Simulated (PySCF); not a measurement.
Compound: C7H8FN.
Structure used (GFN2-xTB), in Å, numbered top down from 1:
```xyz
17
C7H8FN angstrom
C     -2.2686    0.7315   -0.2890
C     -1.3931   -0.3345    0.3580
C     -0.0341   -0.4250   -0.3243
C      0.9993   -1.3250    0.2977
C      1.9074   -0.3516    0.4705
C      3.2160   -0.2823    0.9570
N      4.2892   -0.2082    1.3565
C      0.9782    0.7260   -0.0592
F      1.4041    1.3998   -1.1690
H     -3.2325    0.7851    0.2100
H     -1.7935    1.7075   -0.2272
H     -2.4369    0.5011   -1.3384
H     -1.2514   -0.1094    1.4177
H     -1.8823   -1.3083    0.2871
H     -0.1607   -0.5961   -1.3960
H      0.9853   -2.3720    0.5361
H      0.6665    1.4735    0.6757
```

NICS is the negative of the GIAO shielding at a point without a nucleus: at the ring centre (0) and 1 Å above and below it (1); zz is the component along the ring normal. Level: GIAO PBE0/pcSseg-1 (PySCF, non-relativistic, gas phase) on the GFN2-xTB geometry, one conformer.

Ring bond lengths (Å), with Mayer bond orders in brackets: C3–C4 1.505 (1.02), C4–C5 1.342 (1.66), C5–C8 1.518 (0.98), C8–C3 1.556 (0.98).

Give the NICS values of each ring in ppm.

| ring | type | NICS(0) | NICS(1), two faces | NICS(1)zz, two faces | rms pucker (Å) | centre to ring atoms, mean (Å) |
| --- | --- | --- | --- | --- | --- | --- |
| C3–C4–C5–C8 | 4-membered carbocycle; formal bonds 1 double, 3 single | -1.4 | -4.6 / -1.5 | -0.8 / 3.1 | 0.02 | 1.05 |

What do they say, and how far can they be read as aromaticity?

- C3–C4–C5–C8: mean NICS(1)zz 1.2 ppm, near zero. C3, C8 have four or more neighbours; no verdict on aromaticity is drawn. The two faces differ by 3.9 ppm, so no symmetry operation interchanges them.

At the first NICS(1) probe listed for ring C3–C4–C5–C8, 1 Å off the ring, what do the in-plane components average?

The isotropic value is a third of the trace: (3 × -4.6 − (-0.8))/2 = -6.5 ppm.
